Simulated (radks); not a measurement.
Q: Isoelectronic series with 15 electrons, each ion in its NIST ground configuration. All-electron calculation, Dirac Kohn-Sham, PBE, spin-unpolarised, spherical densities, point nucleus; open shells fill j = l - 1/2 first. Program: a radial shooting solver on a logarithmic mesh with Libxc functionals. Total energies (hartree) and orbital eigenvalues (eV):

ion,configuration,E (hartree),3p3/2,3p1/2,3s1/2,2p3/2
P,[Ne] 3s2 3p3,-341.90474,-5.4771,-5.5305,-13.9541,-124.1404
Cl2+,[Ne] 3s2 3p3,-459.99569,-31.6078,-31.7705,-44.8908,-218.9532
K4+,[Ne] 3s2 3p3,-596.73158,-71.2896,-71.6500,-89.4864,-342.8113
Sc6+,[Ne] 3s2 3p3,-752.13799,-123.7219,-124.4028,-146.9618,-494.6894
V8+,[Ne] 3s2 3p3,-926.28506,-188.6286,-189.7926,-217.0889,-674.2312
Mn10+,[Ne] 3s2 3p3,-1119.26694,-265.8869,-267.7427,-299.7985,-881.2788
Co12+,[Ne] 3s2 3p3,-1331.19555,-355.4383,-358.2470,-395.0912,-1115.758
Cu14+,[Ne] 3s2 3p3,-1562.19839,-457.2567,-461.3379,-503.0055,-1377.636
Ga16+,[Ne] 3s2 3p3,-1812.41770,-571.3346,-577.0733,-623.6050,-1666.906
As18+,[Ne] 3s2 3p3,-2082.01034,-697.6765,-705.5302,-756.9718,-1983.577
Rb22+,[Ne] 3s2 3p3,-2680.01759,-987.2103,-1000.992,-1062.413,-2699.216

Estimate the row of Br20+ ([Ne] 3s2 3p3).

A: E (hartree) -2371.14799; 3p3/2 -836.2954; 3p1/2 -846.8010; 3s1/2 -903.2040; 2p3/2 -2327.671.
